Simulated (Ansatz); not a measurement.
`[Br][Hf]([Br])([Br])[Br]` and `[Br][Ti]([Br])([Br])[Br]` differ in one element.

Ansatz, PBE0-D4/def2-TZVP geometries, multiplicity 1. 

Elements past krypton have def2 core potentials. Scalar relativity is left out up to krypton.

```csv
property,`[Br][Hf]([Br])([Br])[Br]`
HOMO–LUMO gap (ωB97M-V/def2-TZVPP) / eV,10.68
HOMO–LUMO gap (B3LYP/def2-TZVPP) / eV,6.09
LUMO energy (ωB97M-V/def2-TZVPP) / eV,-0.37
HOMO energy (ωB97M-V/def2-TZVPP) / eV,-11.04
HOMO energy (PBE0/def2-TZVPP) / eV,-8.91
LUMO energy (B3LYP/def2-TZVPP) / eV,-2.54
```

**Question.** Give the same properties after the change, and the shifts. (Best estimate.)

**Answer.** The calculation gave: 
```tsv
property	`[Br][Ti]([Br])([Br])[Br]`	shift
HOMO–LUMO gap (ωB97M-V/def2-TZVPP) / eV	9.17	-1.51
HOMO–LUMO gap (B3LYP/def2-TZVPP) / eV	4.60	-1.49
LUMO energy (ωB97M-V/def2-TZVPP) / eV	-1.70	-1.33
HOMO energy (ωB97M-V/def2-TZVPP) / eV	-10.87	0.17
HOMO energy (PBE0/def2-TZVPP) / eV	-8.77	0.14
LUMO energy (B3LYP/def2-TZVPP) / eV	-3.90	-1.36
```

With PBE0 the HOMO rises by 0.14 eV and the LUMO falls by 1.35 eV, so the gap narrows by about 1.49 eV. PBE moves the HOMO by 0.11 eV and ωB97M-V by 0.17 eV.

B3LYP here is the variant with VWN-RPA as its local correlation; programs differ in this.

Spin–orbit coupling is left out; it splits and shifts lone-pair levels of the heavy atoms by tenths of an eV.
